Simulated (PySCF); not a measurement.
Optical rotation: `C[S@@+]1[SiH2]C[Si@@H]1F`, [C2H8FSSi2]+, charge +1

Cartesian coordinates in Å; atom numbers follow the order of the lines, from 1:
```xyz
14

C     2.075   -0.325    0.365
S     0.913   -0.183   -1.032
Si   -0.928   -1.390   -0.299
C    -1.686    0.269    0.317
Si   -0.432    1.533   -0.368
F    -0.948    2.125   -1.748
H     2.584   -1.279    0.267
H     1.553   -0.268    1.315
H     2.799    0.479    0.277
H    -0.356   -2.253    0.725
H    -1.449   -1.962   -1.527
H    -2.692    0.449   -0.067
H    -1.784    0.303    1.403
H     0.352    2.502    0.350
```

Total charge +1.

Theory: TDDFT CAM-B3LYP/def2-SVPD circular dichroism and optical rotation, one conformer, gas phase in PySCF. Geometry: GFN2-xTB.

Stereocentres: S2 S, Si5 R.

(1) What is the specific rotation at 633, 589.3, 546, 436, 405, 365, 355 nm?

Answers

(1) [α] in deg dm⁻¹ (g/mL)⁻¹:
| λ (nm) | origin-invariant length gauge | modified velocity gauge | length gauge (centre of mass) | isotropic polarisability (au) |
| --- | --- | --- | --- | --- |
| 633 | +10.4 | +4.1 | +9.8 | 86.5 |
| 589.3 | +11.9 | +4.3 | +11.2 | 86.8 |
| 546 | +13.6 | +4.5 | +12.8 | 87.2 |
| 436 | +18.9 | +2.5 | +17.5 | 88.9 |
| 405 | +20.2 | -0.2 | +18.5 | 89.7 |
| 365 | +19.9 | -8.2 | +17.7 | 91.0 |
| 355 | +19.1 | -11.8 | +16.6 | 91.4 |

Where the gauges differ in sign the basis doesn't settle the rotation.

Question: And for the mirror image at 589.3 nm?

Answer: -11.9 deg dm⁻¹ (g/mL)⁻¹ (origin-invariant length gauge): the same size and the opposite sign.

Question: What is the molar rotation [Φ] = [α]·M/100 of the geometry above at 589.3 nm?

Answer: With M = 139.31 g/mol, +16.5 deg cm² dmol⁻¹ (origin-invariant length gauge).

The first excitation lies at 6.44 eV (193 nm) with R = -17.6 × 10⁻⁴⁰ esu² cm² (velocity form).
